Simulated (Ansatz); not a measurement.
Ansatz results at the PBE0-D4/def2-TZVP geometry: HOMO energy (ωB97M-V/def2-TZVPP) -9.23 eV; size of the dipole moment (PBE/def2-TZVPP) 1.64 D; LUMO energy (ωB97M-V/def2-TZVPP) 1.46 eV.

Each molecule was computed in one conformer, which needn't be the lowest.

**Question.** Which molecule gave them?
A. `[SiH3][SiH]1O[SiH2]1`
B. `I[SiH]1C=CN1`
C. `C[C]1(N)[AlH][SiH2]1`
D. `C[NH][AlH][O][SiH3]`

**Answer.** D. The others give `C[C]1(N)[AlH][SiH2]1`: -7.80, 0.69, 0.28; `[SiH3][SiH]1O[SiH2]1`: -8.87, 1.06, 0.56; `I[SiH]1C=CN1`: -8.77, 1.45, 1.19.
